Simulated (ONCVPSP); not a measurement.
Configuration tests for K (Z = 19) (ONCV)

- Element: K (Z = 19)
- Generator: ONCVPSP 4.0.1
- Type: optimised norm-conserving Vanderbilt (ONCV)
- Functional: PBE
- Relativity: scalar-relativistic
- Frozen core: [Ne]
- Valence charge: 9
- Reference configuration: 3s2 3p6 4s1
- Partial waves: 3s+4s: rc 2.50 bohr, ncon 3, nbas 6, qcut 4.1 1/bohr, 2 projectors; 3p: rc 1.60 bohr, ncon 5, nbas 9, qcut 7.5 1/bohr, 2 projectors, debl 0.4 Ha; d scattering state at 0.2 Ha: rc 2.15 bohr, ncon 3, nbas 8, qcut 5.1 1/bohr, 2 projectors, debl 1.4 Ha
- Local potential: polynomial inside 1.40 bohr (lpopt 4, dvloc0 -1 Ha)
- Core correction: none

In the p channel the program set the typed energies aside and used -0.691, 0.250 Ha.

Energies are relative to the spin-unpolarised reference configuration 3s2 3p6 4s1; without spin polarisation the order of configurations can differ from experiment.

| valence configuration | charge | ΔE all-electron (eV) | error AE − PS (meV) |
| --- | --- | --- | --- |
| 3s2 3p6 4s0.5 | +0.5 | 1.641 | 0.0 |
| 3s2 3p6 4s0 4p1 | 0 | 1.553 | 0.0 |

Problem. What are ΔE and the potential's error for 3s2 3p6 4s0?

Solution. ΔE = 4.314 eV all-electron; the error (AE − PS) is -0.2 meV.

Problem. What are ΔE and the potential's error for 3s1 3p6 4s1?

Solution. ΔE = 41.994 eV all-electron; the error (AE − PS) is -231 meV.

Levels in the configuration 3s2 3p6 4s0:

| level | all-electron (eV) | pseudo (eV) |
| --- | --- | --- |
| 3s | -41.452 | -41.462 |
| 3p | -24.884 | -24.887 |
